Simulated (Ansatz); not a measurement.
# Match the barriers

Saddle point of SiH4SeF2, singlet (SiH₂F₂ ([F][SiH2][F]) + H₂Se → SiH₂SeF₂ ([F][SiH]([F])[SeH]) + H₂; bonds formed: Si1–Se7, H2–H6; bonds broken: Si1–H2, H6–Se7), PBE0-D4/def2-TZVP structure:

Si1  (-0.345, -0.548, -0.374)
H2  (-0.650, -0.171, 1.247)
F3  (-0.771, 0.500, -1.485)
F4  (-1.753, -1.309, -0.225)
H5  (0.559, -1.688, -0.566)
H6  (0.200, 0.238, 1.117)
Se7  (1.727, 0.843, 0.184)
H8  (1.034, 2.136, 0.101)
(Å)

Computed with Ansatz 0.2.0 (basis: def2-TZVPP, with def2-QZVPP for the basis limit); correlated methods freeze the cores. Filled d shells of the heavier atoms are correlated. The def2 sets are not built for correlating such inner shells, so the correlated values are less sure here. Extrapolation: Hartree–Fock as exp(−7.88 √X), correlation as X^−2.97. Four methods, as single points on the PBE0-D4 structures, gave these electronic barriers from the start structure: 1.236, 1.674, 2.196, 2.806 eV.

(1) The methods were, in alphabetical order, BHLYP-D4, HF, r2SCAN-D4, SPW92. Which gave which? (Judge from chemistry; the calculation decides.)

The T1 diagnostic stays at or below 0.012.

## Answers

(1) By the calculation: SPW92 1.236; r2SCAN-D4 1.674; BHLYP-D4 2.196; HF 2.806 eV. For comparison, CCSD(T) at an estimated basis limit (MP2 extrapolated from triple and quadruple zeta, plus CCSD(T) − MP2 in triple zeta) gives 2.006 eV.

Labels in which every atom is bracketed show which atoms are joined, not bond orders.

For scale, one of the runs: CCSD(T)/def2-TZVPP, 208 basis functions, launched by `ansatz run in.yaml --threads 4 --pin off --events-out ev --progress --plain --max-ram 9574MiB`. Time: 53 s of wall clock on 4 CPU threads of an Intel Xeon Platinum 8488C; the host was shared. Peak host memory: 2.9 GiB.
